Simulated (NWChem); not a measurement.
System: HfH₂I₂; SMILES [I][HfH2][I]

NWChem input:

```
start job
memory heap 200 mb stack 900 mb global 1100 mb
geometry units angstroms noautoz
  Hf     0.000000     0.000000    -0.786266
  I      2.307635     0.000000     0.597274
  I     -2.307635     0.000000     0.597274
  H      0.000000     1.464290    -1.881376
  H      0.000000    -1.464290    -1.881376
end
basis spherical
  Hf library def2-svp
  I library def2-svp
  H library def2-svp
end
ecp
  I library def2-ecp
  Hf library def2-ecp
end
dft
  xc becke88 perdew86
  iterations 150
  mulliken
end
task dft energy
```

The geometry was optimised at PBE0/def2-SVP. def2 effective core potentials on I, Hf; no spin-orbit coupling.

Task: What results follow from this input? (BP86/def2-SVP with def2 effective core potentials on I, Hf.) Quantities: energy (Ha); highest occupied level (eV); orbital gap (eV); dipole (D).

Result: 
```json
{
  "energy (Ha)": "-645.06",
  "highest occupied level (eV)": "-7.24",
  "orbital gap (eV)": "3.71",
  "dipole (D)": "0.37"
}
```
